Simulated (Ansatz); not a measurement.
Basis-set extrapolation for BClH$_{3}$NO (`NB(O)Cl`) (PBE0-D4/def2-TZVP geometry, frozen core, Ansatz 0.2.0). Multiplicity 1, RHF reference.

```tsv
	def2-TZVPP	def2-QZVPP
HF	-615.480327	-615.500521
MP2 correlation	-0.737811	-0.799252
CCSD(T) correlation	-0.794973	not run
```

Energies in hartree. Use E(X) = E(∞) + A·exp(−7.88·√X) for Hartree–Fock and E(X) = E(∞) + B·X^(−2.97) for correlation, with X = 3 and 4, and add CCSD(T) minus MP2 of the smaller set to the MP2 limit.

Q: What is the CCSD(T) energy at the basis-set limit?

A: HF limit: -615.500521 + (-0.020194) × 0.13774 = -615.50330. MP2 limit: -0.799252 + (-0.061441) × 0.74074 = -0.84476. Higher-order term: -0.794973 − (-0.737811) = -0.05716. Total: -616.40522 hartree, 3.54 eV below CCSD(T)/def2-TZVPP.
